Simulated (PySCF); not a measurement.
Computed IR spectrum (relative IR intensity) of a molecule C2H7AlFN. Geometry: PBE-D3(BJ)/def2-SVP. Other conformers were not sampled. Calculation: PySCF with PBE-D3(BJ)/def2-SVP. Frequencies are harmonic and unscaled.

Lines under 2 % of the strongest are left out, and lines within 2 cm⁻¹ are merged.

ν (cm⁻¹): 194 (w), 217 (w), 300 (w), 532 (vs), 644 (m), 663 (m), 759 (vs), 855 (vs), 1042 (m), 1139 (s), 1170 (m), 1339 (m), 1378 (vw), 1402 (w), 1447 (vw), 2911 (vs), 2963 (m), 3031 (m), 3077 (w), 3494 (w) (against the strongest line: vs over 80 %, s over 45 %, m over 15 %, w over 4 %, vw less)

Problem. Which structure fits?
(A) C[N](C)[AlH][F]
(B) C[CH2][Al]([NH2])[F]
(C) C[NH][Al]([CH3])[F]

Solution. C, C[NH][Al]([CH3])[F]
